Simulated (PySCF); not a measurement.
Simulated outer-valence photoelectron spectrum of `[As]#[As]`. Method: EOM-IP-CCSD/aug-cc-pVTZ in PySCF, restricted Hartree–Fock reference, 18 core orbitals frozen, non-relativistic, gas phase, PBE0-D3(BJ)/def2-SVP geometry.

Each root has a Gaussian of 0.8 eV full width with its one-hole share as area; cross sections and vibrations are left out, and the highest printed point is 100.

| ionisation energy (eV) | intensity |
| --- | --- |
| 8.8 | 0 |
| 9.0 | 1 |
| 9.2 | 5 |
| 9.4 | 18 |
| 9.6 | 44 |
| 9.8 | 78 |
| 10.0 | 100 |
| 10.2 | 93 |
| 10.4 | 63 |
| 10.6 | 31 |
| 10.8 | 11 |
| 11.0 | 3 |
| 11.2 | 1 |
| 11.4 | 0 |
| 11.6 | 0 |
| 11.8 | 0 |
| 12.0 | 0 |
| 12.2 | 0 |
| 12.4 | 0 |
| 12.6 | 0 |
| 12.8 | 0 |
| 13.0 | 0 |
| 13.2 | 0 |
| 13.4 | 0 |
| 13.6 | 0 |
| 13.8 | 1 |
| 14.0 | 3 |
| 14.2 | 8 |
| 14.4 | 16 |
| 14.6 | 23 |
| 14.8 | 23 |
| 15.0 | 16 |
| 15.2 | 8 |
| 15.4 | 3 |
| 15.6 | 1 |
| 15.8 | 0 |

Where are the maxima, and how many lines lie under the curve?

2 maxima, at 10.1 and 14.7 eV, from 3 lines (4 roots with degenerate partners counted). At this width some lines have no maximum of their own.

List the lines with their holes.

| E (eV) | leading hole (HF orbital) | area | Koopmans (eV) |
| --- | --- | --- | --- |
| 9.99 | HOMO/HOMO-1 | 1.94 | 9.34 |
| 10.19 | HOMO-2 | 0.96 | 10.35 |
| 14.70 | HOMO-3 | 0.66 | 16.54 |

The widest gap, 4.51 eV, lies between 10.19 and 14.70 eV. Only orbitals with −ε under 21 eV, eight at most, were ionised, so the high end of the curve may lack lines.
